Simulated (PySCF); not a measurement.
Compound: C4H8OSi.
Structure used (GFN2-xTB), in Å, numbered top down from 1:
```xyz
14
C4H8OSi angstrom
C      2.5119    0.2482    0.3023
C      1.3534   -0.3576    0.1052
C      0.1194   -0.1038    0.8914
O     -0.7569   -1.2446    0.9333
C     -1.9311   -0.7901    0.2478
Si    -1.2379    0.9834    0.0289
H      3.3705    0.0502   -0.3153
H      2.6449    0.9707    1.0910
H      1.2378   -1.0845   -0.6873
H      0.3741    0.1972    1.9142
H     -2.8093   -0.9219    0.8865
H     -2.0875   -1.3768   -0.6634
H     -0.9487    1.4078   -1.3374
H     -1.8411    2.0213    0.8606
```

Method used: TDDFT CAM-B3LYP/def2-SVPD, vertical, gas phase, core orbitals frozen in the response (PySCF).

Ground-to-excited transition dipoles (e·a0, same axes as the geometry; the sign carries no meaning), for the states with f of 0.002 or more among the lowest 7:

```
state  E (eV)      μx      μy      μz
   S1   5.887   0.886  -0.074   0.071
   S2   6.258   0.157  -0.003   0.080
   S3   6.513   1.129   0.050   0.031
   S4   6.737   0.427   0.051   0.057
   S5   6.825  -0.165   0.235  -0.066
   S6   6.913  -0.360  -0.159  -0.023
   S7   7.061   0.181   0.135  -0.065
```

Q: Work out the oscillator strengths.

A: f = (2/3) ΔE |μ|² with ΔE in hartree (27.2114 eV).

| state | \|μ\|² (au) | \|μ\| (D) | f |
| --- | --- | --- | --- |
| S1 | 0.796 | 2.27 | 0.115 |
| S2 | 0.031 | 0.45 | 0.005 |
| S3 | 1.279 | 2.87 | 0.204 |
| S4 | 0.188 | 1.10 | 0.031 |
| S5 | 0.087 | 0.75 | 0.015 |
| S6 | 0.156 | 1.00 | 0.026 |
| S7 | 0.055 | 0.60 | 0.010 |

Q: Which bond between heavy atoms lies closest to the direction of the S3 transition dipole?

A: C1–C2, at 26° from it; next O4–C5 and C2–C3 at 35°.

Q: What angle do the transition dipoles of S3 and S6 make?

A: |cos θ| = |μa·μb| / (|μa| |μb|) = 0.93, so θ ≈ 21° (taken between 0 and 90°, since the signs are arbitrary).

Q: What peak molar absorption coefficient would the strongest computed level give as a lone Gaussian band 0.4 eV wide at half height?

A: ε(max) = 2.175×10⁸ f / FWHM, with the width in cm⁻¹. S3: 2.175×10⁸ × 0.2041 / 3226 ≈ 14000 L mol⁻¹ cm⁻¹.

On one thread, Arm Neoverse N1 (aarch64), shared host with 64 logical CPUs at a one-minute load of 61, this took 51 s wall and 0.86 GiB of memory at its peak.

One conformer stands for the species.
